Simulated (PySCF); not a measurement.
CH₄Si (SMILES C[SiH]), singlet, at a GFN2-xTB geometry, with bond 2-1 at 2.4 times its length; CASSCF(6,7)/STO-3G in PySCF.

Here is a job for PySCF.
```python
from pyscf import gto, scf, mcscf
import numpy

mol = gto.Mole()
mol.atom = '''
    Si   -0.43645331   -0.36977585    0.50433177
    H    -2.89575911   -1.23448119   -1.97116589
    C     0.75878142    0.58965571   -0.64468426
    H     1.62615502    0.97194639   -0.10888921
    H     0.26247842    1.44353751   -1.10748186
    H     1.13018851   -0.04648645   -1.44904261
'''
mol.basis = 'sto-3g'
mol.verbose = 4
mol.build()

mf = scf.RHF(mol)
mf.kernel()
mc = mcscf.CASSCF(mf, 7, 6)
mc.fix_spin_(ss=0.0)
mc.kernel()
occ = numpy.linalg.eigvalsh(mc.fcisolver.make_rdm1(mc.ci, mc.ncas, mc.nelecas))[::-1]
ss = mc.fcisolver.spin_square(mc.ci, mc.ncas, mc.nelecas)[0]
print('natural occupations', occ.round(4), ' <S^2>', round(ss, 4))
```

Problem. Predict the main parts of the log of this PySCF run.

Solution. 
```
PySCF version 2.14.0

[INPUT] verbose = 4
[INPUT] num. atoms = 6
[INPUT] num. electrons = 24
[INPUT] charge = 0
[INPUT] spin (= nelec alpha-beta = 2S) = 0
[INPUT] symmetry False subgroup None
[INPUT] Mole.unit = angstrom
[INPUT] Symbol           X                Y                Z      unit          X                Y                Z       unit  Magmom
[...]
nuclear repulsion = 44.7866134409023
number of shells = 12
number of NR pGTOs = 54
number of NR cGTOs = 18
basis = sto-3g
ecp = {}

******** <class 'pyscf.scf.hf.RHF'> ********
method = RHF
initial guess = minao
damping factor = 0
level_shift factor = 0
DIIS = <class 'pyscf.scf.diis.CDIIS'>
diis_start_cycle = 1
diis_space = 8
diis_damp = 0
SCF conv_tol = 1e-09
SCF conv_tol_grad = None
SCF max_cycles = 50
direct_scf = True
direct_scf_tol = 1e-13
Set gradient conv threshold to 3.16228e-05
Initial guess from minao.
init E= -324.58462190345
[...]
cycle= 1 E= -324.827216718307  delta_E= -0.243  |g|= 0.183  |ddm|=  2.7
[...]
cycle= 2 E= -324.436552852176  delta_E= 0.391  |g|= 0.304  |ddm|= 3.19
[...]
cycle= 3 E= -324.839854029529  delta_E= -0.403  |g|= 0.136  |ddm|= 3.17
[...]
cycle= 4 E= -324.852805958821  delta_E= -0.013  |g|= 0.139  |ddm|= 0.188
[...]
cycle= 5 E= -324.839472148829  delta_E= 0.0133  |g|= 0.126  |ddm|= 0.206
[...]
cycle= 6 E= -324.834774132293  delta_E= 0.0047  |g|= 0.0983  |ddm|= 0.171
[...]
cycle= 7 E= -324.44003577583  delta_E= 0.395  |g|= 0.287  |ddm|= 3.16
[...]
cycle= 8 E= -324.443036935181  delta_E= -0.003  |g|= 0.278  |ddm|= 0.0225
[...]
cycle= 9 E= -324.44671277444  delta_E= -0.00368  |g|= 0.268  |ddm|= 0.0291
[...]
cycle= 10 E= -324.834869537835  delta_E= -0.388  |g|= 0.103  |ddm|= 3.16
[...]
cycle= 11 E= -324.834677767409  delta_E= 0.000192  |g|= 0.102  |ddm|= 0.0212
[...]
cycle= 12 E= -324.835085871077  delta_E= -0.000408  |g|= 0.101  |ddm|= 0.0383
[...]
cycle= 13 E= -324.835470726469  delta_E= -0.000385  |g|= 0.112  |ddm|= 0.0626
[...]
cycle= 14 E= -324.838685354621  delta_E= -0.00321  |g|= 0.104  |ddm|= 0.0575
[...]
cycle= 15 E= -324.836994422531  delta_E= 0.00169  |g|= 0.104  |ddm|= 0.0375
[...]
cycle= 16 E= -324.83690956205  delta_E= 8.49e-05  |g|= 0.105  |ddm|= 0.00744
[...]
cycle= 17 E= -324.449816709469  delta_E= 0.387  |g|= 0.258  |ddm|= 3.16
[...]
cycle= 18 E= -324.453844297866  delta_E= -0.00403  |g|= 0.264  |ddm|= 0.146
[...]
cycle= 19 E= -324.740828935816  delta_E= -0.287  |g|= 0.407  |ddm|=  1.5
[...]
cycle= 20 E= -324.904655726095  delta_E= -0.164  |g|= 0.163  |ddm|= 1.02
[...]
cycle= 21 E= -324.899899217085  delta_E= 0.00476  |g|= 0.171  |ddm|= 0.204
[...]
cycle= 22 E= -324.88043121528  delta_E= 0.0195  |g|= 0.222  |ddm|= 0.222
[...]
cycle= 23 E= -324.927501704835  delta_E= -0.0471  |g|= 0.0815  |ddm|= 0.96
[...]
cycle= 24 E= -324.895487667619  delta_E= 0.032  |g|= 0.18  |ddm|= 0.861
[...]
cycle= 25 E= -324.924196042764  delta_E= -0.0287  |g|= 0.0239  |ddm|= 0.525
[...]
cycle= 26 E= -324.923138024029  delta_E= 0.00106  |g|= 0.0661  |ddm|= 0.309
[...]
cycle= 27 E= -324.929975743183  delta_E= -0.00684  |g|= 0.0215  |ddm|= 0.297
[...]
cycle= 28 E= -324.882044000463  delta_E= 0.0479  |g|= 0.25  |ddm|= 1.41
[...]
cycle= 29 E= -324.924867433611  delta_E= -0.0428  |g|= 0.131  |ddm|= 0.378
[...]
cycle= 30 E= -324.932258642181  delta_E= -0.00739  |g|= 0.103  |ddm|= 0.213
[...]
cycle= 31 E= -324.920658001164  delta_E= 0.0116  |g|= 0.126  |ddm|= 0.888
[...]
cycle= 32 E= -324.904280591029  delta_E= 0.0164  |g|= 0.209  |ddm|= 1.19
[...]
cycle= 33 E= -324.942398670688  delta_E= -0.0381  |g|= 0.0517  |ddm|= 0.513
[...]
cycle= 34 E= -324.94493146643  delta_E= -0.00253  |g|= 0.0187  |ddm|= 0.257
[...]
cycle= 35 E= -324.945291162851  delta_E= -0.00036  |g|= 0.00342  |ddm|= 0.081
[...]
cycle= 36 E= -324.945280103056  delta_E= 1.11e-05  |g|= 0.00542  |ddm|= 0.0484
[...]
cycle= 37 E= -324.945307735737  delta_E= -2.76e-05  |g|= 0.00165  |ddm|= 0.0262
[...]
cycle= 38 E= -324.945309858054  delta_E= -2.12e-06  |g|= 0.000832  |ddm|= 0.00915
[...]
cycle= 39 E= -324.945310571137  delta_E= -7.13e-07  |g|= 6.41e-06  |ddm|= 0.00285
[...]
cycle= 40 E= -324.945310571237  delta_E= -9.99e-11  |g|= 2.51e-06  |ddm|= 0.000101
[...]
Extra cycle  E= -324.94531057123  delta_E= 7.22e-12  |g|= 3.84e-06  |ddm|= 2.06e-05
converged SCF energy = -324.94531057123

******** <class 'pyscf.mcscf.mc1step.CASSCF'> ********
CAS (3e+3e, 7o), ncore = 9, nvir = 2
max_cycle_macro = 50
max_cycle_micro = 4
conv_tol = 1e-07
conv_tol_grad = None
orbital rotation max_stepsize = 0.02
orbital rotation threshold for CI restart = 0.01
augmented hessian ah_max_cycle = 30
augmented hessian ah_conv_tol = 1e-12
augmented hessian ah_linear dependence = 1e-14
augmented hessian ah_level shift = 1e-08
augmented hessian ah_start_tol = 2.5
augmented hessian ah_start_cycle = 3
augmented hessian ah_grad_trust_region = 3
kf_trust_region = 3
kf_interval = 4
ci_response_space = 4
ci_grad_trust_region = 3
with_dep4 0
natorb = False
canonicalization = True
sorting_mo_energy = False
ao2mo_level = 2
internal_rotation = False
******** <class 'pyscf.fci.addons.SpinPenaltyFCISolver'> ********
max. cycles = 50
conv_tol = 1e-08
davidson only = True
linear dependence = 1e-12
level shift = 0.001
max iter space = 12
nroots = 1
pspace_size = 400
spin = None
CASCI E = -325.137899121291  S^2 = 0.0000000
Set conv_tol_grad to 0.000316228
macro iter   1 ( 21 JK    4 micro), CASSCF E = -325.141436742684  dE = -3.53762139e-03  S^2 = 0.0000000
               |grad[o]|=0.0618  |grad[c]|=0.0263  |ddm|=0.00825  |maxRot[o]|=0.172
macro iter   2 ( 21 JK    4 micro), CASSCF E = -325.149960196151  dE = -8.52345347e-03  S^2 = 0.0000000
               |grad[o]|=0.0362  |grad[c]|=0.0428  |ddm|=0.014  |maxRot[o]|=0.305
macro iter   3 ( 21 JK    4 micro), CASSCF E = -325.159377758282  dE = -9.41756213e-03  S^2 = 0.0000000
               |grad[o]|=0.0253  |grad[c]|=0.043  |ddm|=0.0151  |maxRot[o]|=0.302
macro iter   4 ( 21 JK    4 micro), CASSCF E = -325.160882278571  dE = -1.50452029e-03  S^2 = 0.0000000
[...]
               |grad[o]|=0.000167  |grad[c]|=0.000668  |ddm|=0.00141  |maxRot[o]|=0.00318
macro iter  23 (  3 JK    1 micro), CASSCF E = -325.162295845924  dE = -1.20881214e-06  S^2 = 0.0000000
               |grad[o]|=0.000161  |grad[c]|=0.000646  |ddm|=0.00136  |maxRot[o]|=0.00307
macro iter  24 (  2 JK    1 micro), CASSCF E = -325.162296977693  dE = -1.13176941e-06  S^2 = 0.0000000
               |grad[o]|=0.000156  |grad[c]|=0.000625  |ddm|=0.00132  |maxRot[o]|=0.00297
macro iter  25 (  2 JK    1 micro), CASSCF E = -325.162298037291  dE = -1.05959742e-06  S^2 = 0.0000000
               |grad[o]|=0.000151  |grad[c]|=0.000605  |ddm|=0.00128  |maxRot[o]|=0.00288
macro iter  26 (  2 JK    1 micro), CASSCF E = -325.162299029358  dE = -9.92067157e-07  S^2 = 0.0000000
               |grad[o]|=0.000146  |grad[c]|=0.000585  |ddm|=0.00123  |maxRot[o]|=0.00278
macro iter  27 (  2 JK    1 micro), CASSCF E = -325.162299958141  dE = -9.28783265e-07  S^2 = 0.0000000
               |grad[o]|=0.000141  |grad[c]|=0.000566  |ddm|=0.0012  |maxRot[o]|=0.00269
macro iter  28 (  3 JK    1 micro), CASSCF E = -325.162300827962  dE = -8.69820838e-07  S^2 = 0.0000000
               |grad[o]|=0.000137  |grad[c]|=0.000548  |ddm|=0.00116  |maxRot[o]|=0.00261
macro iter  29 (  2 JK    1 micro), CASSCF E = -325.162301642294  dE = -8.14331770e-07  S^2 = 0.0000000
               |grad[o]|=0.000132  |grad[c]|=0.00053  |ddm|=0.00112  |maxRot[o]|=0.00252
macro iter  30 (  2 JK    1 micro), CASSCF E = -325.162302404347  dE = -7.62053617e-07  S^2 = 0.0000000
               |grad[o]|=0.000128  |grad[c]|=0.000513  |ddm|=0.00108  |maxRot[o]|=0.00244
macro iter  31 (  2 JK    1 micro), CASSCF E = -325.162303117561  dE = -7.13213581e-07  S^2 = 0.0000000
               |grad[o]|=0.000124  |grad[c]|=0.000496  |ddm|=0.00105  |maxRot[o]|=0.00236
macro iter  32 (  2 JK    1 micro), CASSCF E = -325.162303785344  dE = -6.67782842e-07  S^2 = 0.0000000
               |grad[o]|=0.00012  |grad[c]|=0.00048  |ddm|=0.00101  |maxRot[o]|=0.00228
macro iter  33 (  2 JK    1 micro), CASSCF E = -325.162304410436  dE = -6.25092810e-07  S^2 = 0.0000000
               |grad[o]|=0.000116  |grad[c]|=0.000464  |ddm|=0.000982  |maxRot[o]|=0.00221
macro iter  34 (  2 JK    1 micro), CASSCF E = -325.162304995431  dE = -5.84994496e-07  S^2 = 0.0000000
               |grad[o]|=0.000112  |grad[c]|=0.000449  |ddm|=0.000948  |maxRot[o]|=0.00214
macro iter  35 (  2 JK    1 micro), CASSCF E = -325.162305542917  dE = -5.47485968e-07  S^2 = 0.0000000
               |grad[o]|=0.000108  |grad[c]|=0.000434  |ddm|=0.00092  |maxRot[o]|=0.00207
macro iter  36 (  2 JK    1 micro), CASSCF E = -325.162306055392  dE = -5.12475538e-07  S^2 = 0.0000000
               |grad[o]|=0.000105  |grad[c]|=0.00042  |ddm|=0.000887  |maxRot[o]|=0.002
macro iter  37 (  2 JK    1 micro), CASSCF E = -325.162306535013  dE = -4.79620041e-07  S^2 = 0.0000000
               |grad[o]|=0.000102  |grad[c]|=0.000406  |ddm|=0.00086  |maxRot[o]|=0.00194
macro iter  38 (  2 JK    1 micro), CASSCF E = -325.162306983729  dE = -4.48716662e-07  S^2 = 0.0000000
               |grad[o]|=9.82e-05  |grad[c]|=0.000393  |ddm|=0.000831  |maxRot[o]|=0.00187
macro iter  39 (  2 JK    1 micro), CASSCF E = -325.162307403574  dE = -4.19844525e-07  S^2 = 0.0000000
               |grad[o]|=9.49e-05  |grad[c]|=0.00038  |ddm|=0.000806  |maxRot[o]|=0.00181
macro iter  40 (  2 JK    1 micro), CASSCF E = -325.162307796566  dE = -3.92992717e-07  S^2 = 0.0000000
               |grad[o]|=9.19e-05  |grad[c]|=0.000368  |ddm|=0.000777  |maxRot[o]|=0.00175
macro iter  41 (  2 JK    1 micro), CASSCF E = -325.162308164313  dE = -3.67746850e-07  S^2 = 0.0000000
               |grad[o]|=8.89e-05  |grad[c]|=0.000355  |ddm|=0.000753  |maxRot[o]|=0.0017
macro iter  42 (  2 JK    1 micro), CASSCF E = -325.162308508297  dE = -3.43983800e-07  S^2 = 0.0000000
               |grad[o]|=8.59e-05  |grad[c]|=0.000344  |ddm|=0.000727  |maxRot[o]|=0.00164
macro iter  43 (  2 JK    1 micro), CASSCF E = -325.162308830076  dE = -3.21779225e-07  S^2 = 0.0000000
               |grad[o]|=8.31e-05  |grad[c]|=0.000333  |ddm|=0.000705  |maxRot[o]|=0.00159
macro iter  44 (  2 JK    1 micro), CASSCF E = -325.162309131219  dE = -3.01142393e-07  S^2 = 0.0000000
               |grad[o]|=8.04e-05  |grad[c]|=0.000322  |ddm|=0.00068  |maxRot[o]|=0.00154
macro iter  45 (  2 JK    1 micro), CASSCF E = -325.162309412968  dE = -2.81749067e-07  S^2 = 0.0000000
               |grad[o]|=7.77e-05  |grad[c]|=0.000311  |ddm|=0.00066  |maxRot[o]|=0.00149
macro iter  46 (  2 JK    1 micro), CASSCF E = -325.162309676495  dE = -2.63527397e-07  S^2 = 0.0000000
               |grad[o]|=7.52e-05  |grad[c]|=0.000301  |ddm|=0.000637  |maxRot[o]|=0.00144
macro iter  47 (  2 JK    1 micro), CASSCF E = -325.162309922991  dE = -2.46495915e-07  S^2 = 0.0000000
               |grad[o]|=7.26e-05  |grad[c]|=0.000291  |ddm|=0.000618  |maxRot[o]|=0.00139
macro iter  48 (  2 JK    1 micro), CASSCF E = -325.162310153635  dE = -2.30644389e-07  S^2 = 0.0000000
               |grad[o]|=7.03e-05  |grad[c]|=0.000282  |ddm|=0.000596  |maxRot[o]|=0.00135
macro iter  49 (  2 JK    1 micro), CASSCF E = -325.162310369389  dE = -2.15753346e-07  S^2 = 0.0000000
               |grad[o]|=6.8e-05  |grad[c]|=0.000272  |ddm|=0.000577  |maxRot[o]|=0.0013
macro iter  50 (  2 JK    1 micro), CASSCF E = -325.162310571143  dE = -2.01754403e-07  S^2 = 0.0000000
               |grad[o]|=6.57e-05  |grad[c]|=0.000263  |ddm|=0.000557  |maxRot[o]|=0.00126
1-step CASSCF not converged,  50 macro (277 JK  80 micro) steps
CASSCF canonicalization
Density matrix diagonal elements [1.97911693 1.9700262  1.1147974  0.88623868 0.00215854 0.02759668
 0.02006556]
CASSCF energy = -325.162310571143
CASCI E = -325.162310571143  E(CI) = -6.95263345219843  S^2 = 0.0000000
natural occupations [1.9803e+00 1.9718e+00 1.1216e+00 8.7820e-01 2.6600e-02 2.0200e-02
 1.2000e-03]  <S^2> 0.0
```

Convergence was not reached.
